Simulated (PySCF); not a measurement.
All values below come from PBE-D3(BJ)/def2-TZVP // B3LYP-D3(BJ)/def2-TZVP (PySCF). Gas-phase values, no solvent. Excitations are Tamm–Dancoff values on a coarser integration grid. The basis has no diffuse functions, so Rydberg states are missing or too high.

Reference species (SMILES): `[CH3][Ga]([F])[F]` (neutral, multiplicity 1).

The HOMO–LUMO gap is 6.32 eV, the S1 oscillator strength comes out as 0.018 and the LUMO is -1.78 eV. The S1 excitation (TDA) is 6.72 eV.

After one change: the HOMO–LUMO gap decreases by 0.13 eV; the S1 oscillator strength falls by 0.018; the LUMO decreases by 1.68 eV; the S1 excitation (TDA) drops by 0.39 eV.

Q: Name the change that produced these shifts. The new species is one of these.
A. `[F][Ga]([F])[F]`
B. `[CH3][Ga]([CH3])[CH3]`
C. `[CH3][Ga]([CH3])[F]`

A: A, `[F][Ga]([F])[F]`
